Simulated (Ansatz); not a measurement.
Geometry optimisation, RHF/6-31G (Ansatz).

Input file:

```yaml
crystal:
  periodic: [false, false, false]
  atoms:
    - { symbol: "N", position_ang: [-1.7489, 0.2767, 1.8241] }
    - { symbol: C, position_ang: [-1.0694, 0.6473, 0.8004] }
    - { symbol: C, position_ang: [-0.2407, -0.3664, 0.1484] }
    - { symbol: F, position_ang: [-0.2949, -1.6564, 0.6461] }
    - { symbol: C, position_ang: [0.1207, -0.2902, -1.3077] }
    - { symbol: Si, position_ang: [1.536, 0.1796, -0.1397] }
    - { symbol: H, position_ang: [-1.6435, -0.6799, 2.0143] }
    - { symbol: H, position_ang: [-1.0427, 1.6991, 0.4036] }
    - { symbol: H, position_ang: [-0.2553, 0.5623, -1.8297] }
    - { symbol: H, position_ang: [0.2669, -1.2062, -1.8075] }
    - { symbol: H, position_ang: [1.8202, 1.6013, -0.3451] }
    - { symbol: H, position_ang: [2.6286, -0.8223, -0.3732] }
basis:
  gaussian: { orbitals: "6-31G" }
hamiltonian:
  xc: hf
relax:
  f_tol: 0.02
  max_steps: 40
scf:
  lower_state_search: "off"
output:
  orbitals: {}
```

Command:

```bash
$ ansatz run input.yaml --threads 1 --pin off --max-ram 2048MiB --backend cpu --events-out ev --progress --plain --runs-dir out
```

**Question.** Where does it end, and by what steps?

**Answer.** The forces met the threshold. Limits of this set-up: no polarisation functions. After 8 steps the energy has fallen by 0.861 eV; Si6 moved furthest, 0.27 Å.

| step | energy less start (eV) | largest force component (eV/Å) | accepted |
| --- | --- | --- | --- |
| 0 | 0.0000 | 2.804 | yes |
| 1 | -0.7643 | 0.755 | yes |
| 2 | -0.8203 | 0.701 | yes |
| 3 | -0.8492 | 0.313 | yes |
| 4 | -0.8446 | 0.450 | no |
| 5 | -0.8601 | 0.070 | yes |
| 6 | -0.8605 | 0.035 | yes |
| 7 | -0.8605 | 0.029 | yes |
| 8 | -0.8606 | 0.006 | yes |

```xyz
12
Properties=species:S:1:pos:R:3
N -1.851 0.288 1.767
C -1.075 0.587 0.818
C -0.096 -0.305 0.170
F -0.234 -1.631 0.648
C 0.110 -0.245 -1.343
Si 1.675 0.201 -0.373
H -1.783 -0.663 2.093
H -1.109 1.592 0.432
H -0.442 0.511 -1.874
H 0.082 -1.203 -1.831
H 2.058 1.622 -0.240
H 2.741 -0.808 -0.233
```

Whether the end is a true minimum wasn't checked by a vibrational analysis.

The run took 23 s on 1 thread of Arm Neoverse V1, with other jobs on the host, peak memory 0.15 GiB.
